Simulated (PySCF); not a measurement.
CaCl₂, SMILES [Cl][Ca][Cl].

The structure is a stationary point at B3LYP-D3(BJ)/def2-TZVP. The isomer is the one that the SMILES or the coordinates give; other isomers of the formula were not compared.

These are PySCF with IEF-PCM-ωB97X/def2-SVP values and carry that method's errors.

The values are the electrostatic part of the solvation free energy, E(continuum) − E(gas) at the gas-phase geometry, in a cavity of scaled van der Waals radii (PySCF's table); cavitation and dispersion terms are not included. A continuum can't describe solvent molecules that bind to the metal. In vacuum the orbital gap is 10.13 eV. The dipole moment in vacuum is 0.00 D.

```
solvent           ε  ΔG(elec) (kcal/mol)  dipole (D)  gap (eV)
------------  -----  -------------------  ----------  --------
water         78.36                    …           …         …
2-propanol    19.26                -14.7        0.00     10.98
diethylether   4.24                -10.8        0.00     10.75
```

Q: Complete the blanks. (Estimate from the structure and the level; the computed values follow.)

A: 
- water, ΔG(elec) (kcal/mol): -15.6
- water, dipole (D): 0.00
- water, gap (eV): 11.03
